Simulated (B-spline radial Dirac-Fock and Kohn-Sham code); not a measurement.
**Binding energies of Se⁶⁺ at several levels of theory**

System: selenium as Se⁶⁺ in the configuration [Ar] 3d9 4p1 (an excited configuration).

The density-functional columns are spherical, spin-unpolarised Dirac-Kohn-Sham results without Breit or QED terms: −ε is minus the orbital energy of the initial state and ΔSCF the difference of two total energies. The reference in the last column comes from Dirac-Fock (average of configuration) total-energy differences with a finite nucleus, the Breit interaction including its frequency dependence, and self-energy and vacuum-polarisation corrections. All numbers are from a radial finite-basis atomic code, in eV; a selection of levels is shown. For the 1s level of heavy atoms much of the gap between ΔSCF and the reference is the Breit and QED part, -27.3 eV here; for other levels the error of the functional can be larger.

| level | LDA −ε | LDA ΔSCF | Dirac-Fock |
| --- | --- | --- | --- |
| K (1s) | 12586.6 | 12803.4 | 12778.8 |
| L1 (2s) | 1710.7 | 1750.1 | 1780.7 |
| L2 (2p1/2) | 1547.2 | 1594.6 | 1597.6 |
| L3 (2p3/2) | 1505.5 | 1551.7 | 1556.6 |
| M1 (3s) | 314.3 | 330.9 | 347.1 |
| M2 (3p1/2) | 258.1 | 274.7 | 283.3 |
| M3 (3p3/2) | 252.0 | 268.4 | 277.2 |
| M4,5 (3d) | 154.0 | 170.2 | 168.1 |
| N2,3 (4p) | 79.31 | 85.88 | 83.86 |

Values without a named source are computed, but for edge energies of neutral atoms, which are taken from tables.
